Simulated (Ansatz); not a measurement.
Saddle point of C2H8Zn, singlet (C₂H₆Zn ([CH3][Zn][CH3]) + H₂ → CH₄Zn ([CH3][ZnH]) + CH₄; bonds formed: Zn1–H5, C2–H4; bonds broken: Zn1–C2, H4–H5), PBE0-D4/def2-TZVP structure:

```json
{"atom": "Zn1", "x (Å)": "-0.2257", "y (Å)": "-0.0740", "z (Å)": "-0.4451"}
{"atom": "C2", "x (Å)": "0.7548", "y (Å)": "1.4028", "z (Å)": "0.8193"}
{"atom": "C3", "x (Å)": "-0.7146", "y (Å)": "-1.9463", "z (Å)": "-0.4091"}
{"atom": "H4", "x (Å)": "0.1436", "y (Å)": "1.5137", "z (Å)": "-0.5712"}
{"atom": "H5", "x (Å)": "-0.3428", "y (Å)": "1.3349", "z (Å)": "-1.5278"}
{"atom": "H6", "x (Å)": "1.7289", "y (Å)": "0.9336", "z (Å)": "0.9813"}
{"atom": "H7", "x (Å)": "0.9349", "y (Å)": "2.4700", "z (Å)": "0.6534"}
{"atom": "H8", "x (Å)": "0.1557", "y (Å)": "1.3173", "z (Å)": "1.7300"}
{"atom": "H9", "x (Å)": "-0.5285", "y (Å)": "-2.3843", "z (Å)": "0.5728"}
{"atom": "H10", "x (Å)": "-1.7718", "y (Å)": "-2.0682", "z (Å)": "-0.6526"}
{"atom": "H11", "x (Å)": "-0.1343", "y (Å)": "-2.4995", "z (Å)": "-1.1509"}
```

Energies are electronic, without zero-point energy. Barriers and step energies count from the start structure reached by relaxing down the imaginary mode; all methods use the PBE0-D4 structures, on which another method's saddle can fall below an end. Ansatz 0.2.0; basis: def2-TZVPP, with def2-QZVPP for the basis limit; cores frozen in the correlated methods. The 3s and 3p shells of Cu and Zn are frozen; filled d shells are correlated. B3LYP uses VWN-RPA correlation. Extrapolation: Hartree–Fock as exp(−7.88 √X), correlation as X^−2.97.

| method | barrier (kJ/mol) | step energy (kJ/mol) |
| --- | --- | --- |
| SPW92 | ? | -40.7 |
| PBE-D4 | 154.0 | -40.4 |
| BLYP-D4 | 173.1 | -43.2 |
| r2SCAN-D4 | 156.5 | -43.5 |
| B97M-V | 160.0 | -58.6 |
| PBE0-D4 | 160.1 | -45.2 |
| B3LYP-D4 | 175.6 | -47.4 |
| r2SCAN0-D4 | 162.2 | -46.6 |
| BHLYP-D4 | 183.6 | -53.7 |
| CAM-B3LYP-D4 | ? | -49.5 |
| wB97X-V | ? | -46.4 |
| wB97M-V | 175.8 | -45.0 |
| B2PLYP | 180.9 | -44.0 |
| PBE-QIDH | 170.7 | -43.3 |
| RPA on PBE | 181.6 | -43.4 |
| HF | 213.8 | -67.0 |
| MP2 | 183.8 | -34.8 |
| CCSD | 184.9 | -47.2 |
| CCSD(T) | 179.3 | -43.1 |

**Question.** Fill in the withheld barriers. (To be estimated.)

**Answer.** The calculation gives: CAM-B3LYP-D4 175.5; wB97X-V 176.6; SPW92 120.0 kJ/mol. Each is the energy of the saddle less that of the start structure, by the same method.

For comparison, the barrier by CCSD(T) at an estimated basis limit (MP2 extrapolated from triple and quadruple zeta, plus CCSD(T) − MP2 in triple zeta) is 177.9 kJ/mol.

The T1 diagnostic stays at or below 0.014.

Labels in which every atom is bracketed show which atoms are joined, not bond orders.

For scale, one of the runs: CCSD(T)/def2-TZVPP, 238 basis functions, launched by `ansatz run in.yaml --threads 8 --pin off --events-out ev --progress --plain --max-ram 19148MiB`. Hardware: 8 CPU threads of an Arm Neoverse V2, shared host. Wall time 44 s; peak host memory 4.4 GiB.
